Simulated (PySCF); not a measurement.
Os(CO)2 (C₂O₂Os), SMILES [O+]#[C-]->[Os]<-[C-]#[O+] (connectivity only; charge and spin as stated), neutral, multiplicity 3.

Geometry optimised at PBE0-D3(BJ)/def2-SVP. The spin state was assumed, not searched. The def2 effective core potentials stand for the cores of Os; spin–orbit coupling is left out.

Computed with PySCF with CAM-B3LYP/def2-TZVPD.

The molecule is in vacuum.

Computed frontier levels, dipole moment and polarisability:
The α spin, highest occupied and lowest empty level is -7.18 and -1.69 eV, the β spin, highest occupied and lowest empty level is -8.29 and -2.29 eV and the dipole moment comes out as 3.49 D. The quadrupole, principal values (traceless, Buckingham form, about the centre of nuclear charge) is -7.28, 1.74, 5.54 D·Å. The mean static polarisability comes out as 73.3 bohr³ (10.86 Å³) and the polarisability, principal values is 47.8, 69.7, 102.3 bohr³. The ⟨S²⟩ is 2.015 (pure state 2.00).
